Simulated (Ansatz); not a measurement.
Consider the isomerisation: `BN(C)CC` → `CCBCN`.

Isolated molecules relaxed with PBE0-D4/def2-TZVP in Ansatz; ΔE leaves out vibrations. CCSD(T)/CBS is the MP2 limit (def2-TZVPP, def2-QZVPP) plus CCSD(T) − MP2 in def2-TZVPP, frozen cores. Functionals use def2-TZVPP. B3LYP here is the variant with VWN-RPA as its local correlation; programs differ in this. One conformer a species, not always the lowest.

```
             level  ΔE (kJ/mol)  difference from CCSD(T)/CBS
         r2SCAN-D4         90.8                         -4.2
           PBE0-D4         89.5                         -5.5
          B3LYP-D4         96.2                          1.2
            r2SCAN         90.3                         -4.7
              PBE0         87.7                         -7.3
     HF/def2-TZVPP         87.3                         -7.7
SCS-MP2/def2-TZVPP        101.3                          6.3
CCSD(T)/def2-TZVPP         99.0                          4.0
     HF/def2-QZVPP         87.1                         -7.9
      HF/CBS(def2)         87.1                         -7.9
       CCSD(T)/CBS         95.0                            0
```

Largest T1 diagnostic among the species: 0.012.

In def2-TZVPP, CCSD(T) changes the Hartree–Fock value by +11.8 kJ/mol (the triples alone add +3.5 kJ/mol) and MP2 by +13.1 kJ/mol. The D4 term adds +3.6 kJ/mol with B3LYP and +1.8 kJ/mol with PBE0; it sums over pairs of atoms, weighted by their polarisabilities, and B3LYP, whose exchange is more repulsive, gets the larger term.
